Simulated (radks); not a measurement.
Values are calculated unless marked as measured or tabulated.
Ag, 47 electrons, occupied as [Kr] 4d9 5s2 (not the ground configuration).

Code: a radial shooting solver on a logarithmic mesh with Libxc functionals. Model: Dirac Kohn-Sham, PBEsol, spin-unpolarised, spherical densities, finite nucleus; open shells are shared between the two j in proportion to 2j + 1; Fermi nuclear charge, rms radius 4.5454 fm.

Energy parts (eV):
total: -144613.535
kinetic: 151326.550
electron-nucleus: -350601.494
Hartree: 58651.683
exchange-correlation: -3990.274

Orbitals (lengths in bohr, moments of r in powers of bohr):
orbital  occ.  eigenvalue (eV)      <r>  small-component weight
1s1/2       2        -25304.46  0.03112                2.96e-02
2s1/2       2        -3728.932   0.1346                6.20e-03
2p1/2       2        -3466.214   0.1141                6.22e-03
2p3/2       4        -3291.046   0.1192                5.97e-03
3s1/2       2        -687.0254   0.3685                1.74e-03
3p1/2       2        -582.5039   0.3602                1.69e-03
3p3/2       4        -551.5853   0.3711                1.62e-03
3d3/2       4        -366.3646   0.3438                1.51e-03
3d5/2       6        -360.1350   0.3473                1.49e-03
4s1/2       2         -99.0338   0.9093                4.45e-04
4p1/2       2         -66.0127   0.9744                3.88e-04
4p3/2       4         -60.8486    1.005                3.68e-04
4d3/2     3.6         -11.0692    1.343                2.21e-04
4d5/2     5.4         -10.4714    1.364                2.15e-04
5s1/2       2          -5.5933    2.945                4.39e-05

The highest occupied level is 5s1/2 at -5.593 eV. Summed over all electrons, <r^2> = 51.83 bohr^2, which gives a Langevin (diamagnetic) susceptibility term of -41 x 10^-6 cm^3/mol.
